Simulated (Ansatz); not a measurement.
`BC=C=O` + H₂ → `C=C=O` + BH₃ at 298.15 K and 1 bar (hydrogenolysis of a C–B bond).

Gas-phase electronic energies from Ansatz, PBE0-D4/def2-TZVP geometries. CCSD(T)/CBS adds triple-zeta CCSD(T) − MP2 to the extrapolated MP2 energy (def2 sets, frozen cores). This one scheme is used for every species.

```
 species  CCSD(T)/CBS energy (Eh)  H − E (kJ/mol)  S (J/(mol·K))
`BC=C=O`               -177.84089           132.1          278.5
      H₂                 -1.17544            35.1          130.4
 `C=C=O`               -152.43640            95.0          241.3
     BH₃                -26.55200            78.7          188.3
```

H − E and S are ideal-gas, rigid-rotor, harmonic terms from PBE0-D4/def2-TZVP. The MP2-based limit puts H₂ 0.8 mEh under its directly extrapolated value; such offsets cancel only in part. 1 Eh = 2625.50 kJ/mol, R = 8.31446 J/(mol·K).

Problem. By hand: ΔE, ΔH, ΔS and ΔG.

Solution. ΔE = (-152.43640) + (-26.55200) − (-177.84089) − (-1.17544) = 0.02793 Eh = 73.3 kJ/mol. Δ(H − E) = 95.0 + 78.7 − 132.1 − 35.1 = 6.5, so ΔH = 79.8 kJ/mol. ΔS = 241.3 + 188.3 − 278.5 − 130.4 = 20.7 J/(mol·K). ΔG = 79.8 − 298.15 × (20.7)/1000 = 73.6 kJ/mol.

Problem. By hand: the equilibrium constant, and the temperature at which ΔG would vanish if ΔH and ΔS stayed fixed.

Solution. log₁₀ K = −ΔG/(RT ln 10) = -12.9. ΔG = 0 at ΔH/ΔS = 3855 K, far beyond where these terms or the molecules hold.

ΔH outweighs TΔS. A doubt of 5 kJ/mol in ΔE shifts log₁₀ K by 0.9 here. These are equilibria of isolated gas molecules and say nothing of rates. Largest T1 diagnostic: 0.017 (customary marks: 0.02 for closed shells, 0.045 for open ones).
